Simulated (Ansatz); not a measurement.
Potential energy surface of H2B (anion, charge -1), singlet: symmetric bend, bond length relaxed. Scanned: H-B-H angle. Other coordinates (B-H bond length) were minimised at PBE0/def2-TZVP.

Levels: RKS-PBE/aug-cc-pVDZ = restricted PBE/aug-cc-pVDZ (Ansatz, a program for electronic structure); RKS-B3LYP/aug-cc-pVDZ = restricted B3LYP/aug-cc-pVDZ (Ansatz); FCI/aug-cc-pVDZ = full CI/aug-cc-pVDZ, frozen core (Ansatz).

Energies relative to the lowest point of each profile, in eV; the last columns give the error against full CI:

| a / ° | RKS-PBE/aug-cc-pVDZ | RKS-B3LYP/aug-cc-pVDZ | FCI/aug-cc-pVDZ | RKS-PBE/aug-cc-pVDZ − FCI/aug-cc-pVDZ | RKS-B3LYP/aug-cc-pVDZ − FCI/aug-cc-pVDZ |
|---|---|---|---|---|---|
| 180 | 0.765 | 0.813 | 0.832 | -0.067 | -0.018 |
| 167.76 | 0.717 | 0.762 | 0.803 | -0.086 | -0.041 |
| 161.71 | 0.661 | 0.701 | 0.755 | -0.094 | -0.054 |
| 150.53 | 0.515 | 0.545 | 0.600 | -0.086 | -0.056 |
| 139.12 | 0.338 | 0.355 | 0.396 | -0.058 | -0.040 |
| 129.31 | 0.190 | 0.198 | 0.224 | -0.034 | -0.026 |
| 121.07 | 0.088 | 0.090 | 0.105 | -0.017 | -0.015 |
| 109.08 | 0.001 | 0.000 | 0.004 | -0.002 | -0.004 |
| 100.87 | 0.000 | 0.001 | 0.000 | 0.000 | 0.001 |
| 90.51 | 0.082 | 0.093 | 0.088 | -0.006 | 0.005 |
| 79.41 | 0.287 | 0.320 | 0.312 | -0.024 | 0.008 |
| 70.55 | 0.546 | 0.603 | 0.591 | -0.045 | 0.012 |
| 60 | 0.961 | 1.055 | 1.038 | -0.078 | 0.017 |

RKS-PBE/aug-cc-pVDZ is furthest from FCI/aug-cc-pVDZ at 161.71 (-0.094 eV, below); its mean absolute error over the points is 0.046 eV.

RKS-B3LYP/aug-cc-pVDZ is furthest from FCI/aug-cc-pVDZ at 150.53 (-0.056 eV, below); its mean absolute error over the points is 0.023 eV.
